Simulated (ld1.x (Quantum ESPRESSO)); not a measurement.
# Varying the TM potential for thallium

Base potential:

thallium (Tl), norm-conserving Troullier–Martins (Kleinman–Bylander form), made with ld1.x (Quantum ESPRESSO) 7.5 (PBE, scalar-relativistic). Core [Xe] 4f14 5d10, reference 6s2 6p1. Waves: 6p (bound): rc 2.50 bohr; 6d channel at -0.05 Ry: rc 2.40 bohr; 6s (bound): rc 2.25 bohr. Local part: the s channel. Core correction: none.

All-electron outer shells of the reference configuration (PBE, scalar-relativistic, ld1.x):

| shell | level (eV) | outermost node (bohr) | outermost maximum (bohr) |
| --- | --- | --- | --- |
| 5p | -76.10 | 0.50 | 0.91 |
| 5d | -15.49 | 0.53 | 1.11 |
| 6s | -9.55 | 1.04 | 2.08 |
| 6p | -2.37 | 1.23 | 2.91 |

Cutoffs, loose and tight: the cutoffs (Ry, on a coarse ladder) from which the occupation-weighted sum of valence levels, in a spherical-Bessel basis at the reference potential, stays within 10 and 1 mRy of its value at 400 Ry. They do not see the model core or the augmentation charge, which bear on the density cutoff. Test errors are all-electron minus pseudo excitation energies from the reference, over the configurations 6s2 6p0; 6s1 6p0; 6s2 6p0.5; 6s1 6p1; 6s2 6p1.3; 6s1 6p2; 6s0 6p3. A dash means not determined; rows that change the core or the reference have their own tests.

A true bound ghost makes a file unfit for plane-wave use even where its test errors are small: the radial tests pick states by their node count and pass the ghost by.

Cutoffs are not given where the Bessel-basis levels miss the radial ones by over 6 mRy, ghosts where they miss by over 20 mRy; a channel whose overlap is not positive is not tested.

| change | outcome | cutoff, loose | cutoff, tight | bound ghosts | largest test error (meV) |
| --- | --- | --- | --- | --- | --- |
| base | generated | 18 Ry | 30 Ry | d | +186 |
| all radii scaled by about 0.81 (s 1.82, p 2.02, d 1.94 bohr) | generated | – | – | none | +239 |
| all radii scaled by about 1.14 (s 2.56, p 2.86, d 2.74 bohr) | generated | 15 Ry | 25 Ry | d | +171 |
| all radii scaled by about 1.21 (s 2.72, p 3.02, d 2.90 bohr) | generated | 10 Ry | 21 Ry | d | +154 |
| all radii scaled by about 1.35 (s 3.04, p 3.38, d 3.24 bohr) | generated | 8 Ry | 18 Ry | d | +109 |

(1) What comes out with this change to the base: all radii scaled by about 0.87 (s 1.96, p 2.18, d 2.08 bohr)?

## Answers

(1) outcome: generated; cutoff, loose: 21 Ry; cutoff, tight: 35 Ry; bound ghosts: none; largest test error (meV): +200.

Reading the sweep of the scale of all radii (base = 1) (base included, trends over the rows without a ghost): Bound ghosts are found at 1, 1.14, 1.21, 1.35.
